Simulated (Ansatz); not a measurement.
Input (CCSDT(Q)/cc-pV(D+d)Z; Ansatz, a first-principles code): A basis named .json is the Basis Set Exchange file of that set.

Ansatz 0.2 input:
```yaml
crystal:
  periodic: [false, false, false]
  atoms:
    - {symbol: Si, position_ang: [1.00511932, -0.21713393, 0.25647244]}
    - {symbol: N, position_ang: [-0.51940641, -0.04603910, -0.55350417]}
    - {symbol: C, position_ang: [-1.66855319, 0.49571527, 0.00020266]}
    - {symbol: H, position_ang: [1.94798853, -0.76308321, -0.74378882]}
    - {symbol: H, position_ang: [1.46331229, 1.10295373, 0.75087455]}
    - {symbol: H, position_ang: [0.92802900, -1.12861396, 1.42561254]}
    - {symbol: H, position_ang: [-0.64205356, -0.48595666, -1.45158989]}
    - {symbol: H, position_ang: [-2.54402785, 0.61018033, -0.61866124]}
    - {symbol: H, position_ang: [-1.57775499, 1.05237702, 0.92025186]}
basis:
  gaussian:
    orbitals: cc-pV_D+d_Z.json
magnetization: {spin_polarized: true, initial_magnetization: 1}
correlation: {method: ccsdt_q, electrons: outside_noble_gas}
```

Output:

```
Functional definition: HF
integrals: 0.16 GiB planned
1601 factors; integrals over basis functions are off by at most 2.1e-7 eV
mean field: 0.41 GiB planned
mean field evaluation 1: about -10466.6682 eV, gradient 1.7e1 eV
mean field evaluation 2: about -10466.7569 eV, gradient 1.7e1 eV
mean field evaluation 4: about -10468.6722 eV, gradient 2.7e0 eV
mean field evaluation 8: about -10468.7456 eV, gradient 1.9e-1 eV
mean field evaluation 16: about -10468.7466 eV, gradient 2.4e-6 eV
mean field -10468.74662226 eV, -384.7193423968 hartree, gradient 2.4e-6 eV, S^2 0.761308; 0 other end points of the search recorded, 0 dependent functions left out
7 core orbitals not correlated
reference -10468.74662226 eV, -384.7193423968 hartree; 10, 9 occupied and 64, 65 virtual orbitals, 1601 factors
second order -10.71088650 eV of doubles, -0.00000000 eV of singles
coupled cluster: 8.53 GiB planned
cycle   1  -11.56165807 eV  change   -8.5e-1 eV  update   9.1e-2
cycle   2  -12.14893896 eV  change   -5.9e-1 eV  update   3.6e-2
cycle   3  -12.36121161 eV  change   -2.1e-1 eV  update   2.1e-2
cycle   4  -12.34200410 eV  change    1.9e-2 eV  update   8.0e-3
cycle   5  -12.34271906 eV  change   -7.1e-4 eV  update   4.5e-3
cycle   6  -12.34553839 eV  change   -2.8e-3 eV  update   1.6e-3
cycle   7  -12.34477486 eV  change    7.6e-4 eV  update   7.1e-4
cycle   8  -12.34474125 eV  change    3.4e-5 eV  update   3.0e-4
cycle   9  -12.34489379 eV  change   -1.5e-4 eV  update   1.3e-4
cycle  10  -12.34482910 eV  change    6.5e-5 eV  update   7.1e-5
cycle  11  -12.34482213 eV  change    7.0e-6 eV  update   3.8e-5
cycle  12  -12.34483819 eV  change   -1.6e-5 eV  update   1.7e-5
cycle  13  -12.34485853 eV  change   -2.0e-5 eV  update   7.5e-6
cycle  14  -12.34486800 eV  change   -9.5e-6 eV  update   3.1e-6
cycle  15  -12.34486975 eV  change   -1.7e-6 eV  update   1.5e-6
perturbative correction -0.02112532 eV, -0.0007763412 hartree
Total energy: -10481.11261733 eV, -385.1737843335 hartree
```
